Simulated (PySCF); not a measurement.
Te²⁺ (tellurium, charge +2) across methods

[Kr] 4d10 5s1 5p3, high-spin 5S determinant (an excited configuration). Computed with PySCF 2.14 in dyall-av2z, with no relativity, point nucleus.

| method | E (hartree) | mean ε 4d β (eV) | mean ε 5s α (eV) | mean ε 5p α (eV) | Σ⟨r²⟩ (bohr²) | ⟨S²⟩ |
| --- | --- | --- | --- | --- | --- | --- |
| r2SCAN | -6613.12 | -64.206 | -33.992 | -24.408 | 42.02 | 6.002 |
| r2SCANh | -6613.14 | -65.395 | -34.764 | -24.885 | 42.02 | 6.002 |
| B97-3 | -6612.73 | -66.736 | -35.237 | -25.181 | 42.04 | 6.001 |
| PBE0 | -6612.73 | -66.537 | -35.313 | -25.302 | 42.06 | 6.001 |
| LC-wPBE | -6612.47 | -68.810 | -38.905 | -28.141 | 42.00 | 6.001 |
| PBE | -6612.53 | -63.293 | -33.135 | -23.971 | 42.09 | 6.001 |
| LDA | -6607.36 | -63.457 | -33.274 | -24.047 | 42.08 | 6.001 |
| UHF | -6610.67048 | -74.943 | -41.026 | -28.635 | 42.49 | 6.003 |

A non-relativistic calculation at this Z misses sizeable relativistic shifts.
